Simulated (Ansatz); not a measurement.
F$_{3}$Y, singlet, geometry from GFN2-xTB (such geometries of metal compounds can be far from the true shape) (core potentials on Y). Base run: PBE0/def2-SV(P) run with Ansatz (a quantum-chemistry and plane-wave program).

Ansatz was given this input:
Ansatz 0.2 input:
```yaml
crystal:
  periodic: [false, false, false]
  atoms:
    - {symbol: Y, position_ang: [0.06440607, -0.13267464, -0.31224007]}
    - {symbol: F, position_ang: [-1.52788470, -0.68420205, 0.52720126]}
    - {symbol: F, position_ang: [-0.08680010, 1.74084587, -0.20597742]}
    - {symbol: F, position_ang: [1.33559184, -0.48172038, 1.03181646]}
basis:
  gaussian:
    orbitals: def2-SV_P_.json
hamiltonian:
  xc: pbe0
```
The basis file holds def2-SV(P) in the JSON format of the Basis Set Exchange.

The base run was repeated with changes; each row names its change, and settings that it needs were set with it.

```json
[
 {"change": "base", "ΔE vs base (mEh)": "0.000"},
 {"change": "point_charge = charge:-1.0 position_ang:-4.4398, -0.3597, -1.3499", "ΔE vs base (mEh)": "-1.528"},
 {"change": "final_grid = 10, 20, 41", "ΔE vs base (mEh)": "0.000"},
 {"change": "accuracy = high", "ΔE vs base (mEh)": "-0.002"},
 {"change": "lower_state_search = light", "ΔE vs base (mEh)": "0.000"},
 {"change": "forces = on", "ΔE vs base (mEh)": "0.000"},
 {"change": "final_grid = 4, 8, 17", "ΔE vs base (mEh)": "-0.696"},
 {"change": "fitting.mean_field = def2-universal-JKFIT", "ΔE vs base (mEh)": "0.012"},
 {"change": "lower_state_search = off", "ΔE vs base (mEh)": "0.000"},
 {"change": "point_charge = charge:1.0 position_ang:1.1854, 1.3647, -4.0923", "ΔE vs base (mEh)": "30.841"},
 {"change": "point_charge = charge:0.5 position_ang:2.7151, 0.3392, -3.5258", "ΔE vs base (mEh)": "18.024"}
]
```
